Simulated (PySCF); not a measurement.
[Nb(=O)(F)3], neutral singlet in the gas phase. 

Z-matrix (Å, degrees):
```
Nb
O 1 1.7039
F 1 1.8714 2 107.37
F 1 1.8714 2 107.37 3 120.00
F 1 1.8714 2 107.37 3 -120.00
```
Charge 0, spin multiplicity 1.

All levels are single points at this geometry (PBE-D3(BJ)/def2-SVP); Pople sets use spherical d functions. Orbital energies aren't observables, and empty levels follow the basis.

BP86/6-31G* (LANL2DZ on Nb) in PySCF gives gap (eV) = 5.48.

Q: Estimate the gap (eV) from each of these levels: B3LYP-D3(BJ)/def2-TZVP in PySCF; PBE-D3(BJ)/def2-TZVP in PySCF; TPSSh-D3(BJ)/def2-TZVP in PySCF; B3LYP/LANL2DZ in PySCF; SVWN5/6-31G* (LANL2DZ on Nb) in PySCF.

A: 
| level | gap (eV) |
|---|---|
| B3LYP-D3(BJ)/def2-TZVP in PySCF | 7.57 |
| PBE-D3(BJ)/def2-TZVP in PySCF | 5.63 |
| TPSSh-D3(BJ)/def2-TZVP in PySCF | 6.76 |
| B3LYP/LANL2DZ in PySCF | 7.21 |
| SVWN5/6-31G* (LANL2DZ on Nb) in PySCF | 5.49 |
